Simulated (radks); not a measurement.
Ge XVI, 17 electrons, occupied as [Ne] 3s2 3p5. All-electron calculation, Dirac Kohn-Sham, SOGGA, spin-unpolarised, spherical densities, finite nucleus; open shells fill j = l - 1/2 first; Fermi nuclear charge, rms radius 4.0742 fm. Program: a radial shooting solver on a logarithmic mesh with Libxc functionals.

Normalised radial functions P(r) = r R(r) (large component), r in bohr:

```
   r/bohr * 1s1/2, o 2p1/2, + 3p1/2 (the largest magnitude, 4.11, reaches the edge; | marks zero, & curves that meet)
 0.004309                             &        *
 0.005348                             &          *
  0.00669                             &            *
  0.00837                             &               *
  0.01047                             +o                *
   0.0131                             +o                   *
  0.01639                             |&                     *
   0.0205                             |+o                      *
  0.02565                             |+ o                       *
  0.03209                             | + o                      *
  0.04015                             |  +  o                   *
  0.05023                             |  +   o                *
  0.06234                             |   +    o          *
  0.07799                             |    +      o  *
  0.09758                             |     +   *   o
   0.1221                             |     &        o
   0.1527                             |  *+          o
   0.1911                             |*+           o
    0.239                            +*          o
   0.2991                        +    *       o
   0.3741                     +       *    o
   0.4681                   +         * o
   0.5809                    +        *o
   0.7268                      +      &
   0.9093                         +   &
    1.138                           + &
    1.423                             &
     1.78                             &
```

1s1/2: eigenvalue -11469.9 eV, 0 radial nodes, <r> = 0.0470 bohr, 90 % of the charge inside 0.0841 bohr. 2p1/2: eigenvalue -1742.7 eV, 0 radial nodes, <r> = 0.180 bohr, 90 % of the charge inside 0.294 bohr. 3p1/2: eigenvalue -555.19 eV, 1 radial node at r = 0.223 bohr, <r> = 0.538 bohr, 90 % of the charge inside 0.800 bohr.
